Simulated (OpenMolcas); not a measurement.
**Ionisation energies of silicon**

```json
{
 "Program": "OpenMolcas 26.06",
 "Basis": "ANO-R3 [6s5p4d2f1g]",
 "Scalar Hamiltonian": "X2C, finite nucleus",
 "Spin-orbit coupling": "state interaction with AMFI integrals over the reference wave functions, term energies averaged over their components"
}
```

Active shells in each charge state: the valence s, p shells, with orbitals averaged over the low states. Where CASPT2's correlated closed shells are named, they are those of the first ion.

A. CASSCF
B. SS-CASPT2, IPEA 0.25 Eh, imaginary shift 0.1 Eh (closed shells correlated: 2s 2p)
C. SS-CASPT2, IPEA 0.25 Eh, imaginary shift 0.1 Eh (closed shells correlated: none)
D. SS-CASPT2, IPEA 0 Eh, imaginary shift 0.1 Eh (closed shells correlated: 2s 2p)

Energies in eV between the lowest computed levels, named as in B; reference values from the NIST Atomic Spectra Database with their kind.

```
              From                  To       A       B       C       D  Spin-orbit share in B          Reference
    Si 3s² 3p² ³P₀  Si+ 3s² 3p ²P°_1/2   7.278   7.939   7.913   8.070                 -0.005   8.152 (measured)
Si+ 3s² 3p ²P°_1/2        Si2+ 3s² ¹S₀  15.224  16.072  15.997  16.209                 +0.021  16.346 (measured)
      Si2+ 3s² ¹S₀      Si3+ 3s ²S_1/2  33.155  33.395  33.229  33.396                 +0.000  33.493 (measured)
    Si3+ 3s ²S_1/2        Si4+ 2p⁶ ¹S₀  44.721  45.064  44.721  45.071                 +0.000  45.142 (measured)
```

Steps that some method lacks are left out, and so are those with a state whose active s or d shell is doubly occupied in every root (s and p with five to eight electrons, d10) over a frozen core shell of the same l, since the two then mix freely.

Error against the reference values, in %:

| From | Reference | A | B | C | D |
| --- | --- | --- | --- | --- | --- |
| Si | measured | -10.7 | -2.6 | -2.9 | -1.0 |
| Si+ | measured | -6.9 | -1.7 | -2.1 | -0.8 |
| Si2+ | measured | -1.0 | -0.3 | -0.8 | -0.3 |
| Si3+ | measured | -0.9 | -0.2 | -0.9 | -0.2 |

Mean absolute error over the 4 measured values: A 0.69 eV, B 0.17 eV, C 0.32 eV, D 0.10 eV. D lies closest.

° marks odd parity.
